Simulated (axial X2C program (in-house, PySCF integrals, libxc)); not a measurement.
## Nuclear properties of RbGa

Calculated with an in-house all-electron X2C program for linear molecules (integrals from PySCF): two-component X2C with atomic mean-field Coulomb and Gaunt terms, Gaussian nuclei, basis Rb dyall-cv3z, Ga dyall-cv3z with contracted cores.

R = 3.461 Å (near the PBE0 minimum at charge 0 of the determinant lowest at the starting distance; the state shown can have its own minimum elsewhere).

Determinant lowest in the PBE0 search, Ω = 2 (⟨Sz⟩ = 1.00, ⟨Lz⟩ = 1.00 at PBE0), spin on the atoms Rb 0.28, Ga 0.72:

```csv
level,Eeff magnitude (GV/cm),Ws magnitude Rb (kHz),Ws magnitude Ga (kHz),A∥/gI Rb (MHz),qzz Rb (a.u.),A∥/gI Ga (MHz),qzz Ga (a.u.),μ (D)
PBE0,1.66,0.169,0.199,322,-0.14,85,-0.47,-6.89
HF,2.35,0.216,0.305,244,-0.23,-5.27,-0.78,-9.03
B3LYP,1.39,0.138,0.171,374,-0.12,127,-0.26,-5.77
BP86,1.3,0.132,0.157,357,-0.12,102,-0.36,-5.83
PBE,1.34,0.136,0.163,343,-0.13,95.9,-0.39,-5.95
```

Determinant 0.12 eV from it at PBE0 and this distance, Ω = 0 (closed shell), highest spinor 64% Ga p, 31% Rb s:

```tsv
level	qzz Rb (a.u.)	qzz Ga (a.u.)	μ (D)
PBE0	-0.31	-3.43	-4.10
B3LYP	-0.30	-3.31	-3.42
BP86	-0.31	-3.58	-2.84
PBE	-0.32	-3.53	-2.93
```

Eeff is the effective electric field on the electron electric dipole moment in this Ω state and Ws the scalar–pseudoscalar constant of the nucleus named (defined with the proton number Z and per Ω); A∥ (defined per Ω) follows by multiplying with gI = μI/(I μN); qzz is the electric field gradient, eQq0 = 234.96 MHz × Q/barn × qzz; μ is positive if the Ga end (last atom) is positive. The operators were transformed with the bare-nucleus X2C matrices; with these basis sets, hyperfine constants and field gradients can be off by tens of per cent, and where levels differ in sign neither size nor sign is settled.

Q: With gI(85Rb) = 0.5412, Q(85Rb) = 0.276 barn (g factors from the IAEA table of nuclear moments by Stone; Q from Pyykkö, Mol. Phys. 2018), turn the PBE0 values of the first state into constants in MHz.

A: A∥(85Rb) = 322 × 0.5412 = 174 MHz; eQq0(85Rb) = 234.96 × (0.276) × (-0.14) = -9.08 MHz.

Each state is one determinant with collinear spin, which with several unpaired electrons need not be a pure state. Unrestricted Hartree–Fock can overshoot spin polarisation at the nuclei. With several open shells hyperfine constants can be off by a factor of several. Open-shell Ω = 0 determinants with evenly filled partner blocks cannot be reached by this program, so the Ω shown need not be the lowest component. Left out as unconverged or as another state under the same occupation: HF in at least one table. At B3LYP a later determinant lies lower. States lie within half an eV, so the first need not be the ground state. Further determinants of the search, some of them spin-mixed, are not shown. Where a field gradient or hyperfine factor spreads by more than a factor of two over the levels, a constant derived from it is not to be relied on. PBE0 term energies can be off by some tenths of an eV.
